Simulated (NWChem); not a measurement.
Molecule: C2HClF2; SMILES F/C=C(\F)Cl

Results from NWChem. The geometry was optimised at PBE0/def2-SVP. Level: PBE0/def2-SVP with SMD (1 M gas to 1 M solution), gas-phase geometry.

What does the run give for solvent water? Quantities: solvation free energy (kcal/mol); cavity-dispersion-structure term (kcal/mol); dipole in solution (D).


```json
{
 "solvation free energy (kcal/mol)": "1.7",
 "cavity-dispersion-structure term (kcal/mol)": "4.0",
 "dipole in solution (D)": "1.79"
}
```
